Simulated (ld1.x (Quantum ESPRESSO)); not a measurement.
Dy: one change to a TM potential, before and after

```
Element                 : dysprosium
Generator               : ld1.x (Quantum ESPRESSO) 7.5
Type                    : norm-conserving Troullier–Martins (Kleinman–Bylander form)
Functional              : LDA (PZ)
Relativity              : scalar-relativistic
Frozen core             : [Kr] 4d10
Valence charge          : 20
Reference configuration : 4f10 5s2 5p6 5d0 6s2 6p0
Partial waves           : 5s (bound): rc 2.25 bohr; 5p (bound): rc 2.25 bohr; 5d (bound, empty): rc 3.45 bohr; 4f (bound): rc 1.25 bohr
Local potential         : all-electron potential smoothed inside 3.10 bohr (lloc = -1)
Core correction         : none
```

Occupied shells without a wave of their own: 6s. They enter only through the test configuration that unscreens the potential.

All-electron outer shells of the reference configuration (LDA (PZ), scalar-relativistic, ld1.x):

```
shell  level (eV)  outermost node (bohr)  outermost maximum (bohr)
   4p     -290.99                   0.28                      0.51
   4d     -152.87                   0.26                      0.53
   5s      -49.06                   0.63                      1.16
   5p      -25.47                   0.67                      1.33
   6s       -3.90                   1.57                      3.40
   4f       -3.32                      –                      0.54
   5d       -1.34                   0.76                      2.14
   6p       -1.21                   1.92                      4.76
```

Change: wave 5p (bound): rc 2.25 bohr becomes 5p (bound): rc 3.26 bohr.

Cutoffs: the cutoffs (Ry, on a coarse ladder) from which the occupation-weighted sum of valence levels, in a spherical-Bessel basis at the reference potential, stays within 10 and 1 mRy of its value at 400 Ry; they do not see the model core or the augmentation charge, which bear on the density cutoff. Errors are all-electron minus pseudo energies relative to the spin-unpolarised reference configuration.

What does the change do?

The errors of the 8 common tests hardly move; neither file shows a bound ghost at the reference potential, the only one tested.

```csv
quantity,base,changed
"cutoff, loose",260 Ry,260 Ry
"cutoff, tight",over 300 Ry,over 300 Ry
loose cutoff by channel (10 mRy a level),"s 15 Ry, p 15 Ry, f 230 Ry","s 15 Ry, p 12 Ry, f 230 Ry"
bound ghosts,none,none
"largest miss of a reference level, eV",0.07,0.07
"tests counted (converged, no solver errors)",8 of 9,8 of 9
"error for 4f10 5s2 5p6 5d0 6s1 6p0, meV [ΔE 6.45 eV]",+88,+88
"error for 4f10 5s2 5p6 5d0 6s0 6p0, meV [ΔE 18.33 eV]",+203,+203
"error for 4f9 5s2 5p6 5d0 6s0 6p0, meV [ΔE 44.31 eV]",-122,-125
"error for 4f9 5s2 5p6 5d1 6s2 6p0, meV [ΔE 4.41 eV]",-247,-247
"error for 4f11 5s2 5p6 5d0 6s0 6p0, meV [ΔE 8.17 eV]",+21,+20
"error for 4f9 5s2 5p6 5d0 6s2 6p0, meV [ΔE 10.46 eV]",-38,-39
"error for 4f8 5s2 5p6 5d0 6s0 6p0, meV [ΔE 89.36 eV]",-864,-866
"error for 4f10 5s2 5p6 5d0 6s1 6p0 (spin-polarised), meV [ΔE 3.47 eV]",+3409,+3410
s: phases at 3.73 bohr within 0.05 rad from the reference energy up to (Ry; the scan ends near 5),n/a,n/a
p: phases at 3.73 bohr within 0.05 rad from the reference energy up to (Ry; the scan ends near 5),-0.1,-0.1
d: phases at 3.73 bohr within 0.05 rad from the reference energy up to (Ry; the scan ends near 5),1.1,1.1
f: phases at 3.73 bohr within 0.05 rad from the reference energy up to (Ry; the scan ends near 5),0.6,0.6
```

Base: Tests not counted: 4f10 5s2 5p6 5d0 6s2 6p0 (spin-polarised) (solver errors, printed error -3887 eV). The 6s level has no wave, so the channel is fitted at the deeper level alone: the likely source of the large errors. Changed file: Tests not counted: 4f10 5s2 5p6 5d0 6s2 6p0 (spin-polarised) (solver errors, printed error -3942 eV). The 6s level has no wave, so the channel is fitted at the deeper level alone: the likely source of the large errors.
